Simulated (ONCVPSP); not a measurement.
**titanium ONCV: all-electron and pseudo phase curves**

```
Element                 : Ti
Generator               : ONCVPSP 4.0.1
Type                    : optimised norm-conserving Vanderbilt (ONCV)
Functional              : PBE
Relativity              : fully relativistic
Frozen core             : [Ar]
Valence charge          : 4
Reference configuration : 3d2 4s2
Partial waves           : 4s: rc 3.20 bohr, ncon 4, nbas 6, qcut 2.4 1/bohr, 1 projector; p scattering state at 0.06 Ha: rc 2.75 bohr, ncon 3, nbas 7, qcut 3.2 1/bohr, 2 projectors, debl 3.9 Ha; 3d: rc 1.40 bohr, ncon 3, nbas 8, qcut 8.9 1/bohr, 2 projectors, debl 3.4 Ha
Local potential         : polynomial inside 1.10 bohr (lpopt 5, dvloc0 3 Ha)
Core correction         : none
```

Open shells are filled in proportion to 2j + 1.

In the p channel the program set the typed energies aside and used 0.050, 3.950 Ha (j = l + 1/2; the other j can differ).

The phase is arctan(r·R′/R) of the radial function R(r), unwrapped; energies in Ha, scanned from -2 to 5 Ha. A pole is an energy at which the radial function vanishes at the test radius. The pseudo phase is shifted by a multiple of π to meet the all-electron one at the reference energy, and phase errors are pseudo minus all-electron; the curves can meet again beyond the range given. Levels narrower than the energy grid can be missing from the lists of poles. n/a: not evaluated, since a narrow level or a reset projector energy made the automatic matching unsafe.

```json
{"channel": "s", "radius (bohr)": "3.24", "reference energy (Ha)": "-0.16", "poles, all-electron": "0.41, 3.03", "poles, pseudo": "0.38, 2.04, 4.76", "unbroken range about the reference energy with phases within 0.05 rad": "below 0.7", "phase error 1 Ha above the reference energy (rad)": "-0.091"}
{"channel": "p3/2", "radius (bohr)": "2.79", "reference energy (Ha)": "0.05", "poles, all-electron": "-1.40, 1.30", "poles, pseudo": "1.15", "unbroken range about the reference energy with phases within 0.05 rad": "n/a", "phase error 1 Ha above the reference energy (rad)": "n/a"}
{"channel": "p1/2", "radius (bohr)": "2.79", "reference energy (Ha)": "0.05", "poles, all-electron": "-1.43, 1.28, 5.00", "poles, pseudo": "1.14", "unbroken range about the reference energy with phases within 0.05 rad": "-1.2 to 1.4", "phase error 1 Ha above the reference energy (rad)": "-0.030"}
{"channel": "d5/2", "radius (bohr)": "1.42", "reference energy (Ha)": "-0.16", "poles, all-electron": "1.18", "poles, pseudo": "1.18", "unbroken range about the reference energy with phases within 0.05 rad": "the whole range", "phase error 1 Ha above the reference energy (rad)": "+0.000"}
{"channel": "d3/2", "radius (bohr)": "1.42", "reference energy (Ha)": "-0.16", "poles, all-electron": "1.18", "poles, pseudo": "1.18", "unbroken range about the reference energy with phases within 0.05 rad": "the whole range", "phase error 1 Ha above the reference energy (rad)": "+0.000"}
```

Note: ghosts flagged at negative energy: s at -70.9 eV; GHOST(+) flagged for p3/2 at 103.2 eV, p1/2 at 103.8 eV. A true bound ghost makes a file unfit for plane-wave use.

Phases in the d3/2 channel:

| E (Ha) | all-electron | pseudo |
| --- | --- | --- |
| -1.98 | 0.919 | 0.920 |
| -1.80 | 0.851 | 0.852 |
| -1.62 | 0.764 | 0.765 |
| -1.44 | 0.650 | 0.651 |
| -1.26 | 0.499 | 0.500 |
| -1.08 | 0.299 | 0.300 |
| -0.90 | 0.044 | 0.044 |
| -0.72 | -0.250 | -0.250 |
| -0.54 | -0.540 | -0.541 |
| -0.36 | -0.788 | -0.788 |
| -0.18 | -0.981 | -0.981 |
| 0.00 | -1.128 | -1.128 |
| 0.18 | -1.239 | -1.239 |
| 0.36 | -1.327 | -1.327 |
| 0.54 | -1.397 | -1.397 |
| 0.72 | -1.455 | -1.455 |
| 0.90 | -1.505 | -1.505 |
| 1.08 | -1.549 | -1.549 |
| 1.26 | -1.589 | -1.589 |
| 1.44 | -1.626 | -1.625 |
| 1.62 | -1.661 | -1.661 |
| 1.80 | -1.696 | -1.696 |
| 1.98 | -1.731 | -1.731 |
| 2.16 | -1.767 | -1.767 |
| 2.34 | -1.806 | -1.806 |
| 2.52 | -1.848 | -1.848 |
| 2.70 | -1.895 | -1.895 |
| 2.88 | -1.949 | -1.949 |
| 3.06 | -2.014 | -2.014 |
| 3.24 | -2.092 | -2.092 |
| 3.42 | -2.191 | -2.191 |
| 3.60 | -2.316 | -2.316 |
| 3.78 | -2.480 | -2.480 |
| 3.96 | -2.691 | -2.689 |
| 4.14 | -2.949 | -2.945 |
| 4.32 | -3.232 | -3.226 |
| 4.50 | -3.502 | -3.494 |
| 4.68 | -3.728 | -3.719 |
| 4.86 | -3.905 | -3.895 |
